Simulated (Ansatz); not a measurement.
NiMe2 (C2H6Ni). The state is a triplet with charge 0. Geometry relaxed at r2SCAN-D4/def2-TZVP.

```xyz
9

Ni   -0.4122   -0.4180    0.3374
C    -1.0110   -0.2075   -1.4903
H    -1.2393    0.8390   -1.7070
H    -1.9233   -0.8056   -1.6143
H    -0.2524   -0.5655   -2.1913
C     1.0096    0.2063    1.4914
H     1.9866   -0.0807    1.0946
H     0.8724   -0.2606    2.4752
H     0.9696    1.2927    1.6043
```

At r2SCAN-D4/def2-TZVP a singlet of charge 0 lies 0.23 eV below the triplet, each at its own geometry.

Problem. Estimate the harmonic wavenumbers at UKS r2SCAN-D4/def2-TZVP (Ansatz, unscaled). Is this a minimum?

Solution. 56, 86, 134, 496, 510, 547, 556, 584, 654, 1117, 1130, 1414, 1415, 1435, 1439, 2996, 2998, 3087, 3089, 3112, 3114 cm⁻¹. Yes, no mode is imaginary beyond noise. Zero-point energy 179.3 kJ/mol. Run time 2.4 min (2 threads of Intel Xeon Platinum 8488C on a shared host).
